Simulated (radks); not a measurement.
Excited configurations of the platinum ion Pt2+: one electron is placed in a higher orbital outside [Xe] 4f14 5d7. The ground configuration is [Xe] 4f14 5d8. Method: scalar-relativistic Kohn-Sham, SCAN, spin-unpolarised, spherical densities, finite nucleus; meta-GGA in the generalised Kohn-Sham scheme; Fermi nuclear charge, rms radius 5.427 fm; computed with a radial shooting solver on a logarithmic mesh with Libxc functionals. Excitation = E - E(ground); binding = E(ion) - E, where the ion is the core of charge +3; n* = 3/sqrt(2 binding) in atomic units, and the quantum defect is n - n*.

outer orbital  excitation (eV)  binding (eV)     n*  quantum defect  eigenvalue (eV)  <r> (bohr)
5f                      24.425         7.920  3.932           1.068           -6.170       5.420
6p                      13.214        19.131  2.530           3.470          -15.820       3.054
6d                      21.329        11.016  3.334           2.666           -9.013       4.681
6f                      27.055         5.290  4.811           1.189           -4.319       9.453
7p                      22.739         9.606  3.570           3.430           -8.215       6.203
7d                      25.837         6.508  4.338           2.662           -5.469       8.579

The Delta-SCF ionisation energy is 32.345 eV (NIST Atomic Spectra Database: 29 eV, theoretical). Self-interaction in the functional shifts the binding energies and quantum defects, so they are the method's values and not measured ones. Spin polarisation and multiplet splitting are left out, so open shells lie too high by an amount that depends on their filling. Spin-orbit splitting is averaged out at the scalar-relativistic level.

Beside tabulated values, note that spin-unpolarised runs miss the spin-polarisation part of the exchange energy of open shells.
